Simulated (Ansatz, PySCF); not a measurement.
Complex: H2O (SMILES O) (first 3 atoms) with HCl (SMILES Cl); geometry from B3LYP-D3(BJ)/def2-TZVP.
(charge 0, multiplicity 1):
```csv
atom,x (Å),y (Å),z (Å)
O,0.2116,0.5618,0.1773
H,0.7237,-0.1570,-0.2099
H,-0.6615,0.5165,-0.2283
Cl,0.0821,0.3819,3.3164
H,0.1580,0.5022,2.0199
```

Interaction energies are E(AB) − E(A) − E(B) at the monomers' geometry in the complex; basis-set methods are counterpoise corrected. Rows marked so take none.

Rows in 3-21G carry no dispersion term and start afresh at each structure.

The values were computed with Ansatz (Gaussian orbitals); PySCF for 3-21G rows. Values without a source in brackets are computed.

Question: One of these levels gives -16.82 kcal/mol for the interaction energy. Which one is it?
A) B3LYP/3-21G (no counterpoise)
B) PBE/def2-TZVPPD
C) HF/aug-cc-pV(T+d)Z
D) revPBE/def2-TZVPPD

Answer: A, B3LYP/3-21G (no counterpoise). The others give -3.39 (HF/aug-cc-pV(T+d)Z), -6.05 (PBE/def2-TZVPPD), -4.18 (revPBE/def2-TZVPPD)

Ansatz is a quantum-chemistry and plane-wave program.
